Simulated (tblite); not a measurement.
Start geometry of `CNC(=O)CCOC(C)C` from a force field or distance geometry (Å):
```
atom  x, y, z in Å
C1    -2.7172    1.6867   -0.6323
N2    -1.9872    0.4899   -0.3866
C3    -2.0284   -0.6037   -1.2145
O4    -2.7261   -0.6337   -2.2418
C5    -1.1970   -1.7760   -0.7597
C6     0.2695   -1.3967   -0.6797
O7     0.4826   -0.6263    0.5126
C8     1.8501   -0.2229    0.7059
C9     2.0246    0.0732    2.1861
C10    2.1476    1.0111   -0.1272
H11   -2.2012    2.2695   -1.3934
H12   -3.7333    1.4434   -0.9882
H13   -2.7938    2.2648    0.3060
H14   -1.3086    0.4558    0.3870
H15   -1.3291   -2.5702   -1.4972
H16   -1.5800   -2.1182    0.2126
H17    0.5818   -0.8185   -1.5540
H18    0.8776   -2.3134   -0.6153
H19    2.5187   -1.0445    0.4353
H20    3.0505    0.3854    2.4167
H21    1.7779   -0.8018    2.7898
H22    1.3344    0.8716    2.5096
H23    2.0961    0.8026   -1.1895
H24    3.1512    1.3828    0.0764
H25    1.4283    1.8133    0.0736
```

Q: What comes out of this run: GFN2-xTB geometry optimisation, gas phase (tblite 0.8.0)?

A: 
```
atom  x, y, z in Å
C1    -2.653    1.700   -0.625
N2    -1.920    0.480   -0.407
C3    -2.123   -0.634   -1.135
O4    -2.961   -0.729   -2.008
C5    -1.207   -1.792   -0.744
C6     0.266   -1.396   -0.676
O7     0.487   -0.632    0.491
C8     1.827   -0.203    0.693
C9     1.972    0.100    2.182
C10    2.164    1.027   -0.152
H11   -1.994    2.495   -0.982
H12   -3.411    1.497   -1.381
H13   -3.139    2.026    0.296
H14   -1.162    0.474    0.262
H15   -1.339   -2.583   -1.482
H16   -1.516   -2.168    0.233
H17    0.538   -0.826   -1.576
H18    0.894   -2.300   -0.645
H19    2.506   -1.027    0.421
H20    2.991    0.401    2.404
H21    1.726   -0.782    2.766
H22    1.294    0.901    2.464
H23    2.085    0.808   -1.214
H24    3.182    1.347    0.056
H25    1.483    1.841    0.089
```

The energy falls by 0.170 eV over 94 L-BFGS steps, the largest force on an atom goes from 2.09 to 0.009 eV/Å, and the atoms move by 0.192 Å rms after alignment. Among the bonds, N2–C3 and C3=O4 change most and about equally (-0.028 to -0.027 Å). Bonds longer at the end by more than 0.005 Å: 7 of 24; shorter: 11. Among the angles that change most is C6–C5–H16, from 111.6° to 108.8°. Among the dihedrals that turn most is H13–C1–N2–C3, from 161° to 125°. Rotational constants go from 2125, 696.3, 607.8 to 2151, 699.7, 607.3 MHz. The orientation of the end geometry is arbitrary; only internal coordinates are fixed.

The run took 0.79 s on one thread of an Arm Neoverse V1, on a shared host.

Its GFN2-xTB frequencies are all real (lowest 15 cm⁻¹). One conformer, not necessarily the lowest. 3 starts were optimised and ended at 0.00, 0.00 and 2.59 kcal/mol (GFN2-xTB); the lowest of these is shown.

The numbers are calculated, not measured.
